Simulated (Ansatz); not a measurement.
Calculated with Ansatz (gas phase, PBE0-D4/def2-TZVP geometries, no zero-point term in ΔE). CBS: MP2 limit from def2 TZ/QZ plus the TZ coupled-cluster correction, frozen cores. Functionals use def2-TZVPP. B3LYP here is the variant with VWN-RPA as its local correlation; programs differ in this. For Ge outer-core shells are correlated without core-valence functions, which leaves a few kJ/mol of doubt a bond. Scalar relativity is left out up to krypton. Each species was taken in one conformer, which may not be the lowest.

`[OH][Ge]([OH])([SiH3])[Cl]` + `CC(=N)O` → `C/C(O)=N\[SiH3]` + `[OH][GeH]([OH])[Cl]`  (cleavage of the Si–Ge bond)

`[OH][Ge]([OH])([SiH3])[Cl]`:

Cartesian coordinates in Å:
```
O 0.067 -0.669 1.945
Ge -0.465 0.011 0.410
O -0.866 1.708 0.723
Si 1.206 -0.383 -1.238
Cl -2.346 -0.896 -0.187
H -0.454 -0.348 2.687
H -1.717 1.952 0.350
H 1.418 -1.846 -1.341
H 2.453 0.306 -0.827
H 0.704 0.164 -2.521
```

`CC(=N)O`:

Z-matrix (Å, degrees):
```
C
C 1 1.493
H 1 1.092 2 109.8
H 1 1.092 2 109.8 3 117.7
H 1 1.088 2 111.1 3 -121.1
N 2 1.263 1 129.2 3 121.0
O 2 1.346 1 111.4 3 -59.0
H 6 1.014 2 111.4 1 0.0
H 7 0.967 2 106.0 1 180.0
```

`C/C(O)=N\[SiH3]`:

```xyz
12

C    -0.899    1.203   -0.491
C     0.408    0.495   -0.649
O     1.161    1.101   -1.587
N     0.846   -0.521   -0.049
Si    0.176   -1.521    1.173
H    -1.429    1.208   -1.446
H    -1.516    0.727    0.267
H    -0.720    2.245   -0.218
H     1.983    0.593   -1.635
H     0.105   -2.913    0.658
H    -1.193   -1.125    1.624
H     1.076   -1.492    2.354
```

`[OH][GeH]([OH])[Cl]`:

Cartesian coordinates in Å:
```
O 0.116 -0.681 -1.337
Ge -0.418 0.047 0.176
O 0.325 1.629 0.305
Cl 0.268 -1.261 1.743
H 0.378 -1.599 -1.230
H -1.924 0.240 0.284
H 1.255 1.624 0.059
```

(1) Is it downhill or uphill in electronic energy at CCSD(T)/CBS, and by how much? (Estimate.)

(2) What do these levels give: PBE0-D4, B3LYP-D4, PBE, MP2/def2-QZVPP, MP2/CBS(def2), CCSD/CBS(def2)? (Estimate.)

Largest T1 diagnostic among the species: 0.013.

Results:

(1) The calculation gave: Downhill: ΔE = -22.7 kJ/mol.

(2) Computed: PBE0-D4 -16.5, B3LYP-D4 -22.4, PBE -11.2, MP2/def2-QZVPP -30.9, MP2/CBS(def2) -29.9, CCSD/CBS(def2) -23.8 kJ/mol.

In def2-TZVPP, CCSD(T) changes the Hartree–Fock value by +15.0 kJ/mol (the triples alone add +1.0 kJ/mol) and MP2 by +7.9 kJ/mol. From PBE to PBE0 (25 % exact exchange), in def2-TZVPP and without D4, ΔE moves by −5.6 kJ/mol.
